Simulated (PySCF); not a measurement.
Match the calculated data to a structure.

All candidates are C7H7NO.

| technique | computed result |
| --- | --- |
| 1H NMR | chemical shifts (computed TMS as zero) by class: 6.48 (1 H), 5.81 (1 H), 4.84 (1 H), 3.12 (1 H), 1.22 (3 H) ppm [GIAO PBE0/pcSseg-1] |
| Triplet | lowest triplet excitation (Tamm–Dancoff): 3.23 eV [TDA PBE0/def2-SVPD] |
| Dipole | 4.99 D [PBE0/def2-SVPD] |
| UV, strongest line | among the 6 lowest singlet transitions: S5 at 6.70 eV (185 nm, f = 0.441) [TDDFT PBE0/def2-SVPD] |
| Polarisability | 87.7 au [PBE0/def2-SVPD] |
| 13C NMR | chemical shifts (computed TMS as zero) by class: 147.2 (1 C), 133.6 (1 C), 132.0 (1 C), 119.1 (1 C), 111.3 (1 C), 31.6 (1 C), 28.8 (1 C) ppm [GIAO PBE0/pcSseg-1] |
| Rotational structure | rotational constants A, B, C: 3.246, 1.233, 0.946 GHz [GFN2-xTB] |
| NMR, other nuclei | isotropic shieldings of nuclei other than C and H, by class: -50 (1 N), 170 (1 O) ppm [GIAO PBE0/pcSseg-1] |

The electronic properties come from PySCF, for the isolated species, density fitting. Levels stand in brackets. Isolated species at its GFN2-xTB geometry, gas phase. NMR classes are plain means over equivalent atoms (diastereotopic ones count apart unless rotation or inversion swaps them), as if these changed places fast.

Task: Which candidate is it?
A. `C[C@@H]1C=COC(C#N)=C1`
B. `N#CC[C@@H]1CC=CC1=O`
C. `C#C[C@@H]1C=C[C@@H]1NC=O`
D. `C=Cc1cnccc1O`

Result: A. It is `C[C@@H]1C=COC(C#N)=C1`. Numbering: `[CH3:1][C@@H:2]1[CH:3]=[CH:4][O:5][C:6]([C:7]#[N:8])=[CH:9]1`. Its formula, C7H7NO, gives 5 degrees of unsaturation: 1 ring and 4 π bonds in the structure found. 7 carbons fall into 7 classes; from least to most shielded: vinylic carbon bearing oxygen [C4] (147.2 ppm), vinylic carbon bearing oxygen [C6] (133.6 ppm), alkene CH carbon [C9] (132.0 ppm), nitrile carbon [C7] (119.1 ppm), alkene CH carbon [C3] (111.3 ppm), allylic carbon [C2] (31.6 ppm), methyl carbon [C1] (28.8 ppm). Hydrogen classes from least to most shielded: 1 H on a vinylic carbon bearing oxygen, C4 (6.48 ppm), 1 H on an alkene CH carbon, C9 (5.81 ppm), 1 H on an alkene CH carbon, C3 (4.84 ppm), 1 H on an allylic carbon, C2 (3.12 ppm), 3 H on a methyl carbon, C1 (1.22 ppm). The other shieldings belong to: -50 ppm, nitrile nitrogen [N8]; 170 ppm, cyclic ether oxygen [O5]. The optimised geometry has point group C1 and is an asymmetric top.

The others, at the same levels:
- `C=Cc1cnccc1O` fails: its computed 13C shifts are 166.7 (1 C), 157.3 (1 C), 153.8 (1 C), 133.4 (1 C), 125.8 (1 C), 123.8 (1 C), 115.0 (1 C) ppm, 1H shifts are 8.88 (1 H), 8.77 (1 H), 6.99 (1 H), 6.88 (1 H), 6.21 (1 H), 5.77 (1 H), 5.28 (1 H) ppm and static isotropic polarisability is 93.7 au (against 87.7 au).
- `C#C[C@@H]1C=C[C@@H]1NC=O` fails: its computed 13C shifts are 160.3 (1 C), 150.8 (1 C), 148.8 (1 C), 87.7 (1 C), 81.0 (1 C), 49.9 (1 C), 42.4 (1 C) ppm, 1H shifts are 8.31 (1 H), 6.46 (1 H), 6.33 (1 H), 5.70 (1 H), 5.17 (1 H), 3.97 (1 H), 1.84 (1 H) ppm and rotational constant A is 2.575 GHz (against 3.246 GHz).
- `N#CC[C@@H]1CC=CC1=O` fails: its computed 13C shifts are 210.5 (1 C), 173.6 (1 C), 141.0 (1 C), 124.4 (1 C), 45.4 (1 C), 40.1 (1 C), 20.1 (1 C) ppm, 1H shifts are 8.04 (1 H), 6.41 (1 H), 3.19 (1 H), 2.99 (1 H), 2.50 (1 H), 2.46 (1 H), 1.67 (1 H) ppm and strongest line among the 6 lowest singlet transitions is S2 at 6.05 eV (205 nm, f = 0.249) (against S5 at 6.70 eV).

Each candidate is one conformer, not necessarily the lowest. Dipoles, sizes and rotational constants follow the conformer. The torsions of the flexible species, by atom-mapped SMILES:
- `[CH2:1]=[CH:2][c:3]1[cH:4][n:5][cH:6][cH:7][c:8]1[OH:9]`: C1–C2–C3–C4 -33°, H–O9–C8–C7 178°
- `[CH:1]#[C:2][C@@H:3]1[CH:4]=[CH:5][C@@H:6]1[NH:7][CH:8]=[O:9]`: C5–C6–N7–C8 135°, C6–N7–C8–O9 -4°
- `[N:1]#[C:2][CH2:3][C@@H:4]1[CH2:5][CH:6]=[CH:7][C:8]1=[O:9]`: C2–C3–C4–C5 -66°
